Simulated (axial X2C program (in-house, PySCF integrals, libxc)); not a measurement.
# Potential curves of ZrBr⁺, with spin–orbit coupling

Calculated with an axial X2C code built on PySCF integrals. Two-component (2c) means X2C with spin–orbit coupling and atomic mean-field two-electron Coulomb and Gaunt terms. Basis: Zr dyall-cv3z [11s12p9d6f3g], Br dyall-cv3z [8s9p6d4f1g] (cores contracted in-house); Gaussian nuclei, density fitting, unrestricted open shells. Masses: Zr 89.905 u, Br 78.918 u.

State: Ω = 1 (⟨Sz⟩ = -0.99, ⟨Lz⟩ = 1.99 at HF). Energies in kJ/mol from the lowest point of each curve. Fits are polynomials in 1 − R0/R over 0.85 to 1.23 times the lowest point R0.

| R (Å) | CCSD | MP2 | CCSD(T) |
| --- | --- | --- | --- |
| 2.0689 |  | 140.75 |  |
| 2.1640 | 65.23 | 62.35 | 64.86 |
| 2.2353 | 29.24 | 27.42 | 28.97 |
| 2.3067 | 8.68 | 7.82 | 8.53 |
| 2.3780 | 0.00 | 0.00 | 0.00 |
| 2.4612 | 1.08 | 1.95 | 1.29 |
| 2.5445 | 10.91 | 12.49 | 11.36 |
| 2.6515 | 32.19 | 34.41 | 32.94 |
| 2.7823 |  | 68.81 |  |
| 2.9725 |  | 125.66 |  |

Correlated methods: 10 electrons correlated (number of frozen shells: Zr 4 s, 3 p, 1 d; Br 3 s, 2 p, 1 d), 324 virtual spin orbitals or spinors in MP2, 90 natural virtuals in coupled cluster.

One determinant describes the state; a PBE0 search over occupations chose it and may have missed a lower one. CCSD and (T) use frozen natural virtuals with an MP2 correction for the truncation; (T) itself is uncorrected, so its De runs slightly low. PBE0 can misorder states that lie within some tenths of an eV, so this need not be the ground state of the molecule. The nearest other 2c determinant of the search, Ω = 3, lies 0.09 eV up at the distance of the search. With several unpaired electrons one determinant need not be a pure state. The outer-core s and p shells of the metal are frozen in the correlated rows, which leaves out core–valence correlation; for alkali and alkaline-earth bonds that tends to lengthen them. With the outer-core shells frozen, correlated bond lengths of heavy atoms tend to come out a few hundredths of an ångström too long. Coupled cluster ran on the points near the minimum only. MP2 and coupled cluster on one determinant become unreliable at the stretched end.

**Question.** What are Re and ωe at the CCSD level?

**Answer.** At CCSD, 2c: Re = 2.410 Å, ωe ≈ 322 cm⁻¹; Be follows as 0.0691 cm⁻¹.

**Question.** Fit the MP2 curve near its minimum: give the equilibrium distance and the harmonic wavenumber.

**Answer.** At MP2, 2c: Re = 2.403 Å, ωe ≈ 325 cm⁻¹; Be follows as 0.0695 cm⁻¹.

**Question.** What are Re and ωe at the CCSD(T) level?

**Answer.** At CCSD(T), 2c: Re = 2.408 Å, ωe ≈ 324 cm⁻¹; Be follows as 0.0692 cm⁻¹.
